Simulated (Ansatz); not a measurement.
Input and output for Cl$_{2}$Ge$_{2}$H$_{4}$ (`[Cl][GeH]([Cl])[GeH3]`).

```yaml
crystal:
  periodic: [false, false, false]
  atoms:
    - {symbol: Cl, position_ang: [1.337683, -2.566335, -0.900835]}
    - {symbol: Ge, position_ang: [1.156026, -0.471948, 0.283393]}
    - {symbol: Cl, position_ang: [1.076377, -0.988870, 2.638878]}
    - {symbol: Ge, position_ang: [-1.177176, 0.723576, -0.421727]}
    - {symbol: H, position_ang: [2.635258, 0.364805, 0.019775]}
    - {symbol: H, position_ang: [-1.332689, 2.188567, 0.462074]}
    - {symbol: H, position_ang: [-1.141779, 1.044717, -2.109065]}
    - {symbol: H, position_ang: [-2.450547, -0.358239, -0.034990]}
basis:
  gaussian: {orbitals: x2c-TZVPPall, fitting: {mean_field: cc-pVTZ-jkfit}}
hamiltonian: {xc: {name: B2PLYP}}
scf: {lower_state_search: off}
```

```sh
$ ansatz run in.yaml --threads 4 --pin off --events-out ev --progress --plain --max-ram 10444MiB
```

It prints (some lines left out):

```
Functional definition: B2PLYP
776 factors; integrals over basis functions are off by at most 1.4e0 eV
mean field evaluation 1: about -139373.9289 eV, gradient 2.7e1 eV
mean field evaluation 2: about -139373.9291 eV, gradient 2.7e1 eV
mean field evaluation 4: about -139375.7278 eV, gradient 2.0e0 eV
mean field evaluation 8: about -139375.7413 eV, gradient 9.1e-2 eV
mean field evaluation 16: about -139375.7413 eV, gradient 9.0e-6 eV
mean field -139375.74130368 eV, -5121.9640206398 hartree, gradient 2.1e-6 eV, S^2 0.000000; 0 other end points of the search recorded, 0 dependent functions left out
28 core orbitals not correlated: weight in the atoms' cores, before any rotation towards them, 1.000 or more for the frozen orbitals, at most 0.000 for the correlated occupied ones
reference -139375.74150951 eV, -5121.9640282039 hartree; 23, 23 occupied and 185, 185 virtual orbitals, 776 factors
second order -29.97913254 eV of doubles, -0.00000000 eV of singles
Total energy: -139383.83587530 eV, -5122.2614906600 hartree
Relativity: scalar
Checks for a lower state left out: stability, starts, cluster_reference, orbital_swaps, neighbouring_geometries, increment
```

Run time 2.1 s (4 threads of an Intel Xeon Platinum 8488C on a shared host); peak host memory 0.43 GiB.
